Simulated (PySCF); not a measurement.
```xyz
4

O     -0.8932    -0.9525    -0.0131
C     -0.1605    -0.0086     0.0455
S      1.5180    -0.0249    -0.4613
H     -0.4644     0.9859     0.4289
```

Charge 0, multiplicity 2.

Problem. Give the Mulliken and meta-Löwdin atomic charges from TPSSh-D3(BJ)/def2-TZVP // PBE0-D3(BJ)/def2-TZVP (PySCF 2.14.0).

Solution. 
| atom | Mulliken (e) | meta-Löwdin (e) |
|---|---|---|
| O1 | -0.24 | -0.37 |
| C2 | 0.11 | 0.17 |
| S3 | 0.03 | 0.11 |
| H4 | 0.10 | 0.09 |
